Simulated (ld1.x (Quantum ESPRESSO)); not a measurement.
## An all-electron radial function and its pseudo partner (C)

Columns: radius, all-electron u(r) and pseudo u(r) of the 2p shell (level -5.46 eV) of carbon in the configuration [He] 2s1.5 2p2.5; PBEsol, scalar-relativistic, ultrasoft scheme, ld1.x (Quantum ESPRESSO) 7.5.

| r (bohr) | all-electron | pseudo |
| --- | --- | --- |
| 0.163 | 0.1062 | 0.0089 |
| 0.325 | 0.2823 | 0.0347 |
| 0.488 | 0.4412 | 0.0757 |
| 0.650 | 0.5607 | 0.1284 |
| 0.813 | 0.6424 | 0.1894 |
| 0.975 | 0.6893 | 0.2536 |
| 1.138 | 0.7085 | 0.3173 |
| 1.300 | 0.7070 | 0.3754 |
| 1.463 | 0.6906 | 0.4250 |
| 1.625 | 0.6644 | 0.4630 |
| 1.788 | 0.6316 | 0.4881 |
| 1.950 | 0.5952 | 0.4995 |
| 2.113 | 0.5568 | 0.4982 |
| 2.275 | 0.5182 | 0.4858 |
| 2.438 | 0.4798 | 0.4643 |
| 2.600 | 0.4428 | 0.4367 |
| 2.763 | 0.4072 | 0.4055 |
| 2.925 | 0.3736 | 0.3734 |
| 3.088 | 0.3419 | 0.3420 |
| 3.250 | 0.3126 | 0.3126 |
| 3.413 | 0.2852 | 0.2852 |
| 3.575 | 0.2600 | 0.2600 |
| 3.738 | 0.2367 | 0.2367 |
| 3.900 | 0.2154 | 0.2154 |
| 4.063 | 0.1958 | 0.1958 |
| 4.225 | 0.1780 | 0.1780 |

Task: How many radial nodes do the two functions have?

Result: The all-electron 2p function has n − l − 1 = 0; the pseudo-wave has 0.

Task: At about which radius was the pseudo-wave matched?

Result: 3.25 bohr. The columns agree to 0.0005 from 2.92 bohr on; several derivatives are matched, so the curves merge somewhat inside the radius.

Task: Is the pseudo-wave norm-conserving?

Result: No, it belongs to an ultrasoft set: the norm inside the radius is not constrained, and the difference is carried by the augmentation charge.
